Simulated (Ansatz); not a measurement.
Computed with Ansatz on PBE0-D4/def2-TZVP structures; ΔE is electronic, products minus reactants. CBS: MP2 limit from def2 TZ/QZ plus the TZ coupled-cluster correction, frozen cores. Functionals use def2-TZVPP. One conformer a species, not always the lowest.

Reaction (redistribution): `C=[CH][AlH][CH3]` + `BN(C)[SiH2]C` → `[CH3][AlH][SiH2]C` + `BN(C)C=C`

`C=[CH][AlH][CH3]`:

```xyz
11

C    -1.059   -1.531   -0.497
C    -1.446   -0.466    0.213
Al   -0.201    0.978    0.600
C     1.630    0.838   -0.068
H    -0.045   -1.628   -0.880
H    -1.724   -2.360   -0.735
H    -2.482   -0.461    0.552
H    -0.687    2.236    1.446
H     1.648    0.737   -1.159
H     2.237    1.707    0.194
H     2.130   -0.050    0.334
```

`BN(C)[SiH2]C`:

Cartesian coordinates in Å:
```
B -1.815 0.736 -0.752
N -0.714 0.467 0.059
C -0.865 0.182 1.481
Si 0.927 0.443 -0.568
C 1.659 -1.271 -0.490
H -2.915 0.737 -0.272
H -1.645 0.962 -1.916
H -0.529 -0.832 1.723
H -1.913 0.270 1.766
H -0.279 0.881 2.087
H 0.890 0.944 -1.961
H 1.746 1.357 0.278
H 2.682 -1.261 -0.876
H 1.075 -1.971 -1.093
H 1.695 -1.647 0.535
```

`[CH3][AlH][SiH2]C`:

Z-matrix (Å, degrees):
```
C
Al 1 1.956
H 1 1.096 2 110.5
H 1 1.092 2 113.7 3 121.6
H 1 1.096 2 110.3 3 -117.0
Si 2 2.462 1 122.0 3 -122.8
H 2 1.595 1 118.2 3 57.2
C 6 1.886 2 114.1 1 -0.4
H 6 1.496 2 109.7 1 121.9
H 6 1.496 2 109.8 1 -122.8
H 8 1.092 6 110.8 2 -59.9
H 8 1.092 6 111.1 2 179.9
H 8 1.092 6 110.8 2 59.7
```

`BN(C)C=C`:

Cartesian coordinates in Å:
```
B 0.256 -1.496 1.136
N 0.089 -0.442 0.233
C 0.319 -0.597 -1.189
C -0.311 0.823 0.663
C -0.500 1.895 -0.102
H 0.048 -1.293 2.296
H 0.599 -2.563 0.723
H 1.105 0.083 -1.531
H -0.591 -0.376 -1.754
H 0.622 -1.622 -1.390
H -0.466 0.875 1.735
H -0.358 1.890 -1.175
H -0.812 2.824 0.354
```

| level | ΔE (kcal/mol) | difference from CCSD(T)/CBS |
| --- | --- | --- |
| revPBE-D4 | 12.8 | -6.3 |
| r2SCAN-D4 | 16.0 | -3.1 |
| r2SCANh-D4 | 16.3 | -2.8 |
| CAM-B3LYP-D4 | 18.5 | -0.6 |
| PBE-QIDH | 16.8 | -2.3 |
| r2SCAN0 | 16.6 | -2.5 |
| RPA@PBE/def2-TZVPP | 18.8 | -0.3 |
| CCSD/def2-SVP | 15.5 | -3.6 |
| CCSD/def2-TZVPP | 19.1 | 0.0 |
| MP2/CBS(def2) | 21.0 | 1.9 |
| CCSD(T)/CBS | 19.1 | 0 |

Largest T1 diagnostic among the species: 0.013.

At CCSD(T), def2-SVP lies −4.0 kcal/mol from the extrapolated value and def2-TZVPP −0.4 kcal/mol. In def2-TZVPP, CCSD(T) changes the Hartree–Fock value by −2.7 kcal/mol (the triples alone add −0.5 kcal/mol) and MP2 by −0.8 kcal/mol.
